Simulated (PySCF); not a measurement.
## SiCl3: one-bond stretch

All numbers come from PySCF, UPBE0, basis Si def2-TZVP, Cl def2-TZVP (no relativity, density fitting).

Rigid scan from the doublet minimum (Si–Cl 2.043 Å (×3); Cl–Si–Cl 109.5° (×3)). Coordinate: the bond from Si to the last atom (Cl) scaled, the rest fixed. Energies in kJ/mol from the minimum.

(1) Predict the curve at 0.92, 0.96, 1.00, 1.05, 1.12, 1.20, 1.35, 1.55, 1.80, 2.20.

Answers

(1) 
| scale of one bond | E (kJ/mol) | dipole size (D) | ⟨S²⟩ |
| --- | --- | --- | --- |
| 0.92 | 29.9 | 0.94 | 0.75 |
| 0.96 | 6.5 | 0.63 | 0.75 |
| 1.00 | 0.0 | 0.54 | 0.75 |
| 1.05 | 7.6 | 0.86 | 0.75 |
| 1.12 | 35.3 | 1.56 | 0.75 |
| 1.20 | 78.1 | 2.38 | 0.76 |
| 1.35 | 160.5 | 3.59 | 0.77 |
| 1.55 | 238.1 | – | 0.80 |
| 1.80 | 280.9 | – | 0.78 |
| 2.20 | 299.8 | – | 0.76 |
